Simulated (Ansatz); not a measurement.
Ansatz (a program for electronic structure) input:

Ansatz 0.2 input:
```yaml
crystal:
  periodic: [false, false, false]
  atoms:
    - {symbol: C, position_ang: [1.96190372, -0.31040151, 0.15780848]}
    - {symbol: C, position_ang: [0.78577972, -0.22212115, -0.55488224]}
    - {symbol: O, position_ang: [0.43057426, -0.73201483, -1.61435014]}
    - {symbol: C, position_ang: [-0.28665949, 0.63277554, 0.21255797]}
    - {symbol: O, position_ang: [0.04123644, 1.62908566, 0.78613670]}
    - {symbol: C, position_ang: [-1.66306232, 0.08039091, 0.07683133]}
    - {symbol: H, position_ang: [2.63197771, -1.13238630, -0.02658915]}
    - {symbol: H, position_ang: [2.12944037, 0.30755985, 1.01941140]}
    - {symbol: H, position_ang: [-1.84992005, -0.14237812, -0.97223682]}
    - {symbol: H, position_ang: [-1.71975031, -0.86022209, 0.62365149]}
    - {symbol: H, position_ang: [-2.39688323, 0.78101383, 0.46651989]}
basis:
  gaussian:
    orbitals: def2-TZVP
hamiltonian:
  xc: b3lyp
  dispersion: d3bj
magnetization: {spin_polarized: true, initial_magnetization: 1}
relax: {f_tol: 0.002, max_steps: 150}
```

What final total energy does it print?

-305.96001 Eh (B3LYP-D3(BJ)/def2-TZVP). The basis has 216 functions.

It need not be the lowest isomer of its formula.
